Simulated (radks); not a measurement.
Species: Ru+. Configuration: [Ar] 3d10 4s1 4p6 4d7 4f1 (not the ground configuration). Calculated with a radial shooting solver on a logarithmic mesh with Libxc functionals: scalar-relativistic Kohn-Sham, LDA (Slater exchange, Perdew-Zunger correlation), spin-polarised, spherical densities, finite nucleus; open shells are filled with parallel spins first (spin-orbit coupling, left out, can overturn this in heavy ions); Fermi nuclear charge, rms radius 4.4809 fm.

Local quantities along the radius. ELF = 1/(1 + alpha^2) is the electron localisation function; alpha = (tau - tau_W)/tau_unif compares the Pauli kinetic energy density with that of the uniform gas (summed over spins). tau is taken from the large components.

```
   r/bohr * ELF (the largest magnitude, 0.999, reaches the edge; | marks zero)
 0.002536 |                                                      *
 0.002976 |                                                      *
 0.003492 |                                                      *
 0.004098 |                                                      *
 0.004809 |                                                      *
 0.005644 |                                                      *
  0.00657 |                                                      *
  0.00771 |                                                      *
 0.009048 |                                                      *
  0.01062 |                                                      *
  0.01246 |                                                      *
  0.01462 |                                                     *
  0.01716 |                                                     *
  0.02014 |                                                    *
  0.02363 |                                                  *
  0.02773 |                                             *
  0.03254 |                                    *
  0.03819 |                         *
  0.04481 |                  *
  0.05259 |                *
  0.06172 |                    *
  0.07242 |                            *
  0.08499 |                                    *
  0.09974 |                                         *
    0.117 |                                        *
   0.1374 |                                   *
   0.1612 |                        *
   0.1876 |                *
   0.2202 |                 *
   0.2584 |                           *
   0.3032 |                                     *
   0.3559 |                                         *
   0.4176 |                                        *
   0.4901 |                                *
   0.5751 |                *
   0.6749 |         *
    0.792 |                 *
   0.9294 |                                 *
    1.091 |                                       *
     1.28 |                                     *
    1.502 |                                *
    1.763 |                       *
    2.068 |              *
    2.427 |      *
    2.848 |  *
    3.343 |*
    3.923 *
    4.603 *
    5.359 *
    6.289 |*
     7.38 |*
    8.661 |*
    10.16 |*
    11.93 |*
       14 *
    16.42 *
    19.27 *
```

On this mesh the ELF has minima near r = 0.053, 0.19, 0.67 bohr, which separate the shells, and maxima near 0.100 (0.76), 0.36 (0.77), 1.1 (0.72).
